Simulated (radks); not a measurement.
The numbers below are computed, except where a source is named.
Task: Radial electron density D(r) = 4 pi r^2 rho(r) of an atom or ion with 51 electrons. Code: a radial shooting solver on a logarithmic mesh with Libxc functionals. Model: Dirac Kohn-Sham, BLYP, spin-unpolarised, spherical densities, finite nucleus; Fermi nuclear charge, rms radius of each element as measured or else 0.836 A^(1/3) + 0.57 fm.

```
   r/bohr * D(r) (the largest magnitude, 100, reaches the edge; | marks zero)
 0.001921 |    *
 0.002521 |      *
 0.003309 |          *
 0.004343 |               *
 0.005701 |                     *
 0.007483 |                            *
 0.009822 |                                   *
  0.01289 |                                         *
  0.01692 |                                           *
  0.02221 |                                         *
  0.02916 |                                      *
  0.03827 |                                      *
  0.05023 |                                              *
  0.06646 |                                                      *
  0.08724 |                                                     *
   0.1145 |                                           *
   0.1503 |                                         *
   0.1973 |                                               *
    0.259 |                                         *
   0.3399 |                      *
   0.4461 |                 *
   0.5856 |                   *
   0.7686 |            *
    1.009 |      *
    1.324 |   *
    1.738 | *
    2.282 *
    2.995 *
    3.931 *
```

What is the nuclear charge?

Result: Z = 59. The innermost maximum, from 1s, lies near gamma/Z bohr with gamma = sqrt(1 - (Z/c)^2) = 0.903, here 0.0153 bohr (found: 0.0169), and its height grows with Z. The density is that of the praseodymium ion Pr8+ in [Kr] 4d(3/2: 4, 5/2: 5) 5s2 5p(1/2: 2, 3/2: 2); the configuration itself is not fixed sharply by these data, and Z only to a few units. D(r) has 4 maxima, at r = 0.0169, 0.0743, 0.209, 0.567 bohr, and minima at 0.0326, 0.138, 0.425 bohr, inside which lie 2.02, 11.19, 29.04 electrons.
